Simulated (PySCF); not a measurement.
Species: C₁₁H₁₂.
Numbering: `[CH2:1]=[C:2]1[CH2:3][C@:4]1([CH3:5])[c:6]1[cH:7][cH:8][cH:9][cH:10][cH:11]1`

Probes without a nucleus sit at each ring's centroid and 1 Å off its mean plane on both sides; NICS is minus the shielding there, NICSzz its component along the normal. Level: GIAO CAM-B3LYP/pcSseg-1 (PySCF, non-relativistic, gas phase) on the PBE0-D3(BJ)/def2-SVP geometry, one conformer.

Rings: 1. C2–C3–C4; 2. C6–C7–C8–C9–C10–C11.

```csv
set,NICS(0),"NICS(1), two faces","NICS(1)zz, two faces"
P,-29.9,-7.0 / -6.3,-18.9 / -21.1
Q,-8.6,-11.2 / -11.4,-27.7 / -28.3
```

**Question.** Which set (ppm) belongs to which ring?

**Answer.** P = 1, Q = 2.
- 1 (3-membered carbocycle; formal bonds all single): mean NICS(1)zz -20.0 ppm, shielded. C3, C4 have four or more neighbours, and the NICS criterion for π rings isn't applied. A hydrogen on C3, outside the ring, lies only 1.46 Å from a NICS(1) probe, which then mostly feels that atom.
- 2 (6-membered carbocycle; formal bonds all aromatic): mean NICS(1)zz -28.0 ppm, shielded. For a flat ring without four-coordinate atoms the NICS criterion counts such a value as aromatic.

**Question.** How do the rings differ in shape?

**Answer.** 
```json
{"ring": "1", "bond lengths (Å)": "1.457, 1.545, 1.474", "rms pucker (Å)": "0.00", "HOMA": "–", "nearest outside atom to a NICS(1) probe (Å)": "hydrogen 1.46"}
{"ring": "2", "bond lengths (Å)": "1.400, 1.395, 1.392, 1.395, 1.391, 1.403", "rms pucker (Å)": "0.00", "HOMA": "0.98", "nearest outside atom to a NICS(1) probe (Å)": "hydrogen 2.66"}
```

HOMA = 1 − mean of α(R − Ropt)² over the ring bonds, with Krygowski's 1993 parameters (CC: Ropt 1.388 Å, α 257.7 Å⁻²). A dash marks a ring with a four-coordinate atom, a triple bond, no multiple bond or a kind of bond without parameters.

Hardware: 2 threads, Intel Xeon 6975P-C (x86_64), shared host. Cost: 32 s wall, 75 s CPU, 2.0 GiB resident at most. This is the whole shielding run at CAM-B3LYP/pcSseg-1, SCF included.

The values belong to the conformer `[CH2:1]=[C:2]1[CH2:3][C@:4]1([CH3:5])[c:6]1[cH:7][cH:8][cH:9][cH:10][cH:11]1`: C3–C4–C6–C7 129°.
